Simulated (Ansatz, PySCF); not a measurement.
Complex: AsH3 (SMILES [AsH3]) (first 4 atoms) with HI (SMILES I); geometry from B3LYP-D3(BJ)/def2-TZVP, rigid monomers moved along the line of their centres of mass till As1···H6 is 3.11 Å.
(charge 0, multiplicity 1):
```xyz
6

As     0.03279     0.58395     0.37226
H     -0.77308     1.77910    -0.11563
H     -0.22603    -0.21642    -0.89589
H      1.34540     1.14822    -0.15169
I     -0.43136    -1.22477     4.72209
H     -0.27259    -0.60499     3.22613
```

Monomers are frozen at their geometry in the pair; levels with a basis set take the counterpoise correction.

Frozen-core correlation. Filled d and f shells under p-block atoms count as core.

The values were computed with Ansatz (a first-principles code) with Gaussian orbitals; PySCF for the dispersion terms. Values without a source in brackets are computed. In def2 rows elements past Kr take small-core potentials, without spin–orbit coupling.

Estimate the interaction energy that r2SCAN/def2-TZVPPD returns for this input.

-6 kJ/mol
